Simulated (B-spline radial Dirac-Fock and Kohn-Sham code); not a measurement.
**Photoionisation of nickel ions at Cr Kα (5414.7 eV)**

Level of theory: a relativistic central-field model (Hartree-Slater potential of the initial state, Latter tail, multipole expansion of the photon field, Dirac-Fock thresholds); a radial atomic solver. Cross sections in kb; a dash marks an empty subshell or a threshold above the photon energy.

| ion | configuration | total | 2p1/2 | 3s | 3p3/2 | 3d3/2 | 4s |
| --- | --- | --- | --- | --- | --- | --- | --- |
| Ni | [Ar] 3d8 4s2 | 13.89 | 2.28 | 0.820 | 0.526 | 0.0147 | 0.0560 |
| Ni⁺ | [Ar] 3d9 | 13.81 | 2.28 | 0.809 | 0.516 | 0.0153 | – |
| Ni²⁺ | [Ar] 3d8 | 13.84 | 2.28 | 0.818 | 0.526 | 0.0150 | – |
| Ni¹⁰⁺ | [Ne] 3s2 3p6 | 14.35 | 2.28 | 1.04 | 0.715 | – | – |
| Ni¹⁴⁺ | [Ne] 3s2 3p2 | 14.03 | 2.33 | 1.18 | 0.281 | – | – |
| Ni²⁰⁺ | [He] 2s2 2p4 | 11.17 | 1.72 | – | – | – | – |

Values without a named source are computed, but for edge energies of neutral atoms, which are taken from tables.
